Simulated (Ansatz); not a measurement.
Saddle point of BH2SBrF2, singlet (BHSF₂ ([F][B]([F])[SH]) + HBr → BBrF₂ ([F][B]([F])[Br]) + H₂S; bonds formed: B1–Br6, S2–H5; bonds broken: B1–S2, H5–Br6), PBE0-D4/def2-TZVP structure:

B1  (-0.627, -0.199, -0.425)
S2  (1.254, 0.303, -0.636)
F3  (-0.931, -1.324, -1.052)
F4  (-1.488, 0.805, -0.395)
H5  (1.003, -0.300, 0.865)
Br6  (-0.287, -0.844, 1.836)
H7  (1.076, 1.559, -0.192)
(Å)

Energies are electronic, without zero-point energy. Barriers and step energies count from the start structure reached by relaxing down the imaginary mode; all methods use the PBE0-D4 structures, on which another method's saddle can fall below an end. Program: Ansatz 0.2.0. Basis: def2-TZVPP, with def2-QZVPP for the basis limit. Cores are frozen in the correlated methods. Filled d shells of the heavier atoms are correlated. The def2 sets are not built for correlating such inner shells, so the correlated values are less sure here. B3LYP uses VWN-RPA correlation. Extrapolation: Hartree–Fock as exp(−7.88 √X), correlation as X^−2.97.

```
      method  barrier (eV)  step energy (eV)
       SPW92         0.250            -0.062
      PBE-D4         0.540            -0.048
     BLYP-D4         0.743            -0.058
   r2SCAN-D4             ?            -0.088
      B97M-V         0.902            -0.059
     PBE0-D4         0.700            -0.068
    B3LYP-D4         0.861            -0.073
  r2SCAN0-D4         0.750            -0.099
    BHLYP-D4             ?            -0.104
CAM-B3LYP-D4         0.958            -0.072
     wB97X-V         0.930            -0.102
     wB97M-V         0.881            -0.125
      B2PLYP         0.941            -0.059
    PBE-QIDH         0.833            -0.085
  RPA on PBE         0.950            -0.111
          HF         1.616            -0.086
         MP2             ?            -0.110
        CCSD         1.102            -0.100
     CCSD(T)         0.971            -0.098
```

Question: Fill in the withheld barriers. (An estimate is asked for; the value comes from the calculation.)

Answer: The calculation gives: MP2 0.858; BHLYP-D4 1.054; r2SCAN-D4 0.631 eV. Each is the energy of the saddle less that of the start structure, by the same method.

For comparison, the barrier by CCSD(T) at an estimated basis limit (MP2 extrapolated from triple and quadruple zeta, plus CCSD(T) − MP2 in triple zeta) is 0.910 eV.

T1 diagnostic: at most 0.012.

Labels in which every atom is bracketed show which atoms are joined, not bond orders.

For scale, one of the runs: CCSD(T)/def2-TZVPP, 211 basis functions (an equivalent command: `ansatz run in.yaml --threads 4`). Hardware: 4 CPU threads, shared host. Wall time 2.4 min; peak host memory 3.2 GiB.
